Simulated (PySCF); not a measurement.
SMILES CO[SiH2]OC, GFN2-xTB optimised geometry.

```
13

C      1.73    -1.89    -0.01
O      0.92    -0.76     0.00
Si    -0.69    -0.76     0.00
O     -0.95     0.83     0.00
C     -2.19     1.45     0.00
H      1.58    -2.47    -0.92
H      1.53    -2.53     0.85
H      2.77    -1.56     0.04
H     -1.25    -1.42     1.19
H     -1.25    -1.42    -1.19
H     -2.02     2.53    -0.01
H     -2.76     1.19     0.89
H     -2.77     1.17    -0.88
```

Density from CAM-B3LYP/def2-TZVP in PySCF 2.14.0 at that geometry.

Minimum of the electron density along straight lines between bonded atoms, close to the bond critical point (lines longer than 1.1 times the sum of covalent radii, or with two minima, are not listed):

```
bond     length / Å  ρ at the minimum / e bohr⁻³  ∇²ρ there / e bohr⁻⁵  position (fraction from the first atom)
-------  ----------  ---------------------------  --------------------  ---------------------------------------
C1–O2         1.389                        0.268                 -0.52                                     0.35
O2–Si3        1.611                        0.149                  0.96                                     0.59
Si3–O4        1.611                        0.149                  0.96                                     0.41
O4–C5         1.389                        0.268                 -0.52                                     0.65
C1–H6         1.093                        0.285                 -1.01                                     0.65
C1–H7         1.093                        0.285                 -1.01                                     0.65
C1–H8         1.091                        0.287                 -1.03                                     0.65
Si3–H9        1.468                        0.127                  0.15                                     0.49
Si3–H10       1.468                        0.127                  0.15                                     0.49
C5–H11        1.091                        0.287                 -1.03                                     0.65
C5–H12        1.093                        0.285                 -1.01                                     0.65
C5–H13        1.093                        0.285                 -1.01                                     0.65
```
